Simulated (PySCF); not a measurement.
## How the method moves the HOMO and LUMO of trichlorosilane

Species: trichlorosilane, Cl3HSi.
Z-matrix (Å and degrees, PBE0-D3(BJ)/def2-SVP geometry), rows numbered from 1:
```
Cl
Si  1  2.0449
Cl  2  2.0453  1  109.26
Cl  2  2.0437  1  109.03  3   119.38
H   2  1.4759  1  109.93  3  -120.49
```

Basis pcSseg-2 throughout (PySCF), one geometry. Geometry: PBE0-D3(BJ)/def2-SVP; no solvent, vibrations or thermal averaging.

Q: How do the orbital energies, the gap and the dipole change with the method?

A: 
```tsv
method	kind	HOMO (eV)	LUMO (eV)	gap (eV)	μ (D)	SCF cycles
BLYP	GGA	-7.88	-1.29	6.59	0.96	12
B97-D	GGA	-8.05	-1.29	6.76	0.99	13
PBE	GGA	-8.06	-1.39	6.67	0.96	13
OPBE	GGA	-8.12	-1.26	6.87	0.96	13
BP86	GGA	-8.16	-1.47	6.68	0.97	12
KT2	GGA	-8.16	-1.53	6.64	0.98	13
KT3	GGA	-8.19	-1.47	6.73	0.97	13
LDA	LDA	-8.19	-1.63	6.57	1.01	12
B3LYP	global hybrid	-9.18	-0.67	8.51	1.04	12
B97-2	global hybrid	-9.22	-0.44	8.78	1.05	12
PBE0	global hybrid	-9.48	-0.40	9.08	1.05	12
mPW1PW91	global hybrid	-9.50	-0.41	9.09	1.05	12
BHandHLYP	global hybrid	-10.73	0.63	11.36	1.13	11
CAM-B3LYP	range-separated hybrid	-10.83	0.67	11.50	1.10	11
wB97X-D	range-separated hybrid	-11.36	1.40	12.76	1.08	12
LC-wPBE	range-separated hybrid	-12.30	1.93	14.24	1.13	12
HF	Hartree–Fock	-12.79	3.21	15.99	1.21	9
```

The HOMO spans 4.91 eV, from BLYP down to HF, and the gap runs from 6.57 eV (LDA) to 15.99 eV (HF). Over the methods BLYP (0 %), B97-D (0 %), PBE (0 %), OPBE (0 %), BP86 (0 %), KT2 (0 %), KT3 (0 %), LDA (0 %), B3LYP (20 %), B97-2 (21 %), PBE0 (25 %), mPW1PW91 (25 %), BHandHLYP (50 %), HF (100 %), a straight line through the gap against the share of exact exchange rises by 0.93 eV for each 10 % (correlation coefficient 0.999). The dipole ranges from 0.96 D (PBE) to 1.21 D (HF). This basis has no diffuse functions.

Reference dipole: 0.86 D (measured, gas; NIST CCCBDB Release 22 (SRD 101), experimental dipoles); nearest here: PBE (0.96 D), BLYP (0.96 D) and OPBE (0.96 D).
